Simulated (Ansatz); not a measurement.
## Match the barriers

Saddle point of SiH3BrCl2, closed shell (SiH₂Cl₂ ([Cl][SiH2][Cl]) + HBr → SiHBrCl₂ ([Cl][SiH]([Cl])[Br]) + H₂; bonds formed: Si1–Br7, H2–H6; bonds broken: Si1–H2, H6–Br7), PBE0-D4/def2-TZVP structure:

| atom | x (Å) | y (Å) | z (Å) |
| --- | --- | --- | --- |
| Si1 | -0.0299 | -0.4705 | 0.0067 |
| H2 | -0.5568 | 0.9483 | 0.7276 |
| Cl3 | -1.1293 | -0.6582 | -1.6728 |
| Cl4 | -1.1500 | -1.3284 | 1.5254 |
| H5 | 1.2222 | -1.2147 | 0.1397 |
| H6 | 0.1167 | 1.3096 | 0.2241 |
| Br7 | 1.5270 | 1.4137 | -0.9505 |

Ansatz 0.2.0; basis: def2-TZVPP, with def2-QZVPP for the basis limit; cores frozen in the correlated methods. Filled d shells of the heavier atoms are correlated. The def2 sets are not built for correlating such inner shells, so the correlated values are less sure here. B3LYP uses VWN-RPA correlation. Extrapolation: Hartree–Fock as exp(−7.88 √X), correlation as X^−2.97. Four methods, as single points on the PBE0-D4 structures, gave these electronic barriers from the start structure: 1.525, 1.650, 1.813, 2.419 eV.

Question: The methods were, in alphabetical order, B3LYP-D4, BLYP-D4, CCSD(T), HF. Which gave which? (A judgement: the text doesn't fix the answer.)

Answer: Computed: BLYP-D4 1.525; B3LYP-D4 1.650; CCSD(T) 1.813; HF 2.419 eV. For comparison, CCSD(T) at an estimated basis limit (MP2 extrapolated from triple and quadruple zeta, plus CCSD(T) − MP2 in triple zeta) gives 1.707 eV.

The T1 diagnostic stays at or below 0.010.

Labels in which every atom is bracketed show which atoms are joined, not bond orders.

For scale, one of the runs: CCSD(T)/def2-TZVPP, 216 basis functions, launched by `ansatz run in.yaml --threads 4 --pin off --events-out ev --progress --plain --max-ram 9574MiB`. Hardware: 4 CPU threads of an Arm Neoverse V1, shared host. Wall time 110 s; peak host memory 2.9 GiB.
